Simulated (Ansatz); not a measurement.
`[OH][GaH][F]` + NH₃ → `[NH2][GaH][OH]` + H–F  (ligand exchange at a Ga–F bond)

Calculated with Ansatz (gas phase, PBE0-D4/def2-TZVP geometries, no zero-point term in ΔE). CCSD(T)/CBS is the MP2 limit (def2-TZVPP, def2-QZVPP) plus CCSD(T) − MP2 in def2-TZVPP, frozen cores. This one scheme is used for every species. Functionals use def2-TZVPP. B3LYP here is the variant with VWN-RPA as its local correlation; programs differ in this. For Ga outer-core shells are correlated without core-valence functions, which leaves a few kJ/mol of doubt a bond. Scalar relativity is left out up to krypton. One conformer a species, not always the lowest.

CCSD(T)/CBS gives +0.43 eV.

Q: Another level gave +0.56 eV. Which?
A. LDA (SPW92)/def2-TZVPP
B. CCSD/def2-TZVPP
C. r2SCANh-D4/def2-TZVPP
D. B3LYP/def2-TZVPP

A: C. r2SCANh-D4 0.56, CCSD/def2-TZVPP 0.51, B3LYP 0.60, LDA (SPW92) 0.43 eV.

Largest T1 diagnostic among the species: 0.015.

From PBE to PBE0 (25 % exact exchange), in def2-TZVPP and without D4, ΔE moves by −0.03 eV. At CCSD(T), def2-SVP lies +0.19 eV from the extrapolated value and def2-TZVPP +0.07 eV. The D4 term adds −0.05 eV with B3LYP and −0.03 eV with PBE0; it sums over pairs of atoms, weighted by their polarisabilities, and B3LYP, whose exchange is more repulsive, gets the larger term.
